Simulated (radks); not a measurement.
Problem. These are the eigenvalues of the occupied orbitals of an atom or ion with whole-number occupations (eV). Calculated with a radial shooting solver on a logarithmic mesh with Libxc functionals: scalar-relativistic Kohn-Sham, r2SCAN, spin-polarised, spherical densities, finite nucleus; meta-GGA in the generalised Kohn-Sham scheme; Fermi nuclear charge, rms radius of each element as measured or else 0.836 A^(1/3) + 0.57 fm.

1s up: -57500.93
1s down: -57500.93
2s up: -9732.381
2s down: -9732.369
2p up: -8611.409
2p down: -8611.385
3s up: -2238.996
3s down: -2235.778
3p up: -1896.317
3p down: -1893.097
3d up: -1466.554
3d down: -1464.078
4s up: -496.6541
4s down: -489.9911
4p up: -382.8010
4p down: -376.2089
4d up: -229.5499
4d down: -223.0086
5s up: -100.0309
5s down: -97.4479
5p up: -70.2192
5p down: -68.4366
4f up: -60.8929
4f down: -54.7647
6s up: -28.6364
6s down: -28.1636

Which element is it, and in what charge state? The configuration may be excited. Open shells, if any, are filled with parallel spins first.

Solution. Z = 68, erbium, charge +3: Er3+ in [Xe] 4f9 6s2. The list shows which subshells hold electrons but not how many an open one holds; the 1s level, -2113.1 hartree, gives Z - s = 65.0 by -(Z - s)^2/2, which with screening and relativity narrows Z to a few neighbours, and the depths of the outer levels then fix element, charge and occupations together.
